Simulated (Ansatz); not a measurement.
Species: Na₂, net charge 1, doublet state. SMILES: [Na+][Na]
Structure (B3LYP-D3(BJ)/def2-TZVP (Ansatz, an electronic-structure program) minimum search):
```xyz
2

Na     0.0000     0.0000    -2.0039
Na     0.0000     0.0000     2.0039
```
Charge +1, spin multiplicity 2.

Property: vertical electron affinity (to the singlet state of charge +0; a negative value means that the extra electron is unbound and the number depends on the basis; each state is the SCF solution reached for its spin; for the singlet the Hartree-Fock reference is unstable and T1 is 0.030), in eV. Correlated levels leave the core frozen unless marked. Open shells are spin-unrestricted. Spin-orbit coupling is left out. Non-relativistic. CBS(X,Y): correlation extrapolated as X^-3; Hartree-Fock from the larger set.

CCSD(T)/CBS(def2-TZVPPD,def2-QZVPPD) (Ansatz) gives 4.53 eV.

Another calculation gave 4.69 eV. Which level was it?
A. PBE0/def2-TZVPD (Ansatz)
B. r2SCAN/def2-TZVPD (Ansatz)
C. PBE/def2-TZVPD (Ansatz)

A, PBE0/def2-TZVPD (Ansatz). The others give 4.83 (PBE), 4.53 (r2SCAN) eV.
